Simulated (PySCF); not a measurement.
Species: C₄H₁₀ClFSi.
Structure used (GFN2-xTB), in Å, numbered top down from 1:
```xyz
17
C4H10ClFSi angstrom
C     -0.820   -1.305    0.400
C     -0.485    0.182    0.455
C     -1.755    1.016    0.300
C      0.526    0.562   -0.634
Si     2.224   -0.275   -0.519
F      3.216    0.582   -1.464
Cl     2.974   -0.165    1.338
H     -1.574   -1.552    1.144
H      0.064   -1.907    0.597
H     -1.208   -1.572   -0.582
H     -0.044    0.402    1.433
H     -2.475    0.763    1.075
H     -1.532    2.078    0.376
H     -2.216    0.830   -0.668
H      0.677    1.645   -0.602
H      0.082    0.348   -1.609
H      2.337   -1.620   -1.049
```

Method used: TDDFT wB97X-D/def2-SVPD, vertical, gas phase, core orbitals frozen in the response (PySCF).

Question: Predict the UV-vis stick spectrum at this level.

Answer: 

| state | E (eV) | E (kJ/mol) | λ (nm) | f | main configurations (H = HOMO, L = LUMO) |
| --- | --- | --- | --- | --- | --- |
| S1 | 7.85 | 758 | 157.9 | 0.028 | H→L (74%), H→L+1 (15%) |
| S2 | 8.46 | 817 | 146.5 | 0.0036 | H→L+2 (47%), H→L+1 (23%) |
| S3 | 8.73 | 843 | 141.9 | 0.062 | H→L+1 (46%), H→L+2 (26%), H→L (13%) |
| S4 | 9.01 | 869 | 137.7 | 0.056 | H-3→L (41%), H-2→L (25%) |
| S5 | 9.06 | 874 | 136.9 | 0.0070 | H-1→L (78%) |
| S6 | 9.20 | 888 | 134.7 | 0.022 | H-4→L (39%), H-3→L (18%), H-2→L (11%) |
| S7 | 9.27 | 894 | 133.8 | 0.027 | H-2→L (37%), H→L+3 (22%), H-4→L (12%) |
| S8 | 9.31 | 898 | 133.1 | 0.100 | H→L+3 (55%), H-2→L (13%), H-4→L (8%) |

Triplets (Tamm–Dancoff): T1 7.42 eV, H→L (72%), H→L+1 (13%); T2 8.16 eV, H→L+2 (49%), H→L+1 (13%), H→L+5 (10%); T3 8.49 eV, H-3→L (31%), H→L+1 (19%), H-2→L (10%).

The lowest singlet comes at 158 nm (758 kJ/mol) in the vacuum ultraviolet; it is weak; its leading configuration is HOMO→LUMO (74%). The most intense listed level is S8 at 9.31 eV (133 nm, f = 0.100), 1.46 eV above S1. It is the last of those listed, so stronger ones may follow. Löwdin shares by element: HOMO carbon 33% or more, chlorine 17%, silicon 17% (atoms not listed hold the other 32%); LUMO chlorine 22%, silicon 20%, hydrogen 9% or more, carbon 8% or more (atoms not listed hold the other 42%). The oscillator strengths of these states sum to 0.305; summed over the whole spectrum of an exact calculation they would give the number of electrons, 74 (Thomas–Reiche–Kuhn). Weighted by f, the mean energy of these states is 8.98 eV. Orbital energies (eV): HOMO-3 -11.68, HOMO-2 -11.52, HOMO-1 -11.40, HOMO -10.49, LUMO 1.96, LUMO+1 2.19, LUMO+2 2.40. Only the lowest 8 singlets were computed, as vertical energies without vibronic structure.

One conformer stands for the species.

Without π bonds the low states are Rydberg-like; a valence basis with one diffuse set may place them up to an eV too high.
